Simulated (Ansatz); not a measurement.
Geometry optimisation, RKS r2SCANh/STO-3G in Ansatz 0.2.0.

The input (input.yaml):

```yaml
crystal:
  periodic: [false, false, false]
  atoms:
    - { symbol: "N", position_ang: [-1.8897, 0.1641, 0.2249] }
    - { symbol: Si, position_ang: [-0.248, 0.0018, 0.3772] }
    - { symbol: Si, position_ang: [0.4709, -2.1838, 0.208] }
    - { symbol: Cl, position_ang: [0.2958, 0.8188, 2.2078] }
    - { symbol: C, position_ang: [0.6723, 1.0216, -0.9361] }
    - { symbol: O, position_ang: [0.3347, 2.441, -0.9954] }
    - { symbol: H, position_ang: [-2.0964, 1.1866, -0.0188] }
    - { symbol: H, position_ang: [-2.343, 0.0768, 1.1112] }
    - { symbol: H, position_ang: [1.9815, -2.2178, 0.4665] }
    - { symbol: H, position_ang: [0.2114, -2.7478, -1.1003] }
    - { symbol: H, position_ang: [-0.1545, -3.043, 1.273] }
    - { symbol: H, position_ang: [1.7702, 0.9714, -0.736] }
    - { symbol: H, position_ang: [0.4205, 0.6342, -1.9246] }
    - { symbol: H, position_ang: [0.5614, 2.8468, -0.1286] }
basis:
  gaussian: { orbitals: STO-3G }
hamiltonian:
  xc: r2scanh
relax:
  f_tol: 0.015
  max_steps: 40
output:
  orbitals: {}
```

Command:

```bash
$ ansatz run input.yaml --threads 1 --pin off --max-ram 2048MiB --backend cpu --events-out ev --progress --plain --runs-dir out
```

Task: Where does it end, and by what steps?

Result: The forces met the threshold. Limits of this set-up: minimal basis. After 12 steps the energy has fallen by 0.762 eV; H8 moved furthest, 0.52 Å.

```tsv
step	energy less start (eV)	largest force component (eV/Å)	accepted
0	0.0000	3.633	yes
1	-0.6466	1.523	yes
2	-0.7054	0.595	yes
3	-0.7293	0.274	yes
4	-0.7411	0.173	yes
5	-0.7494	0.314	yes
6	-0.7551	0.237	yes
7	-0.7596	0.163	yes
8	-0.7602	0.138	yes
9	-0.7611	0.079	yes
10	-0.7621	0.031	yes
11	-0.7622	0.016	yes
12	-0.7623	0.006	yes
```

```xyz
14
Properties=species:S:1:pos:R:3
N -1.874 0.126 0.080
Si -0.154 0.001 0.260
Si 0.486 -2.165 0.361
Cl 0.522 0.996 2.052
C 0.642 1.147 -1.036
O 0.473 2.564 -0.718
H -2.224 1.102 0.010
H -2.438 -0.343 0.817
H 1.894 -2.251 0.658
H 0.236 -2.802 -0.910
H -0.258 -2.857 1.384
H 1.712 0.878 -1.161
H 0.158 0.988 -2.016
H 0.812 2.587 0.248
```

Whether the end is a true minimum wasn't checked by a vibrational analysis.

Time of the run: 3.3 min on 1 thread of Intel(R) Xeon(R) Processor @ 2.50GHz (Skylake/Cascade Lake) (shared host), peak memory 0.22 GiB.
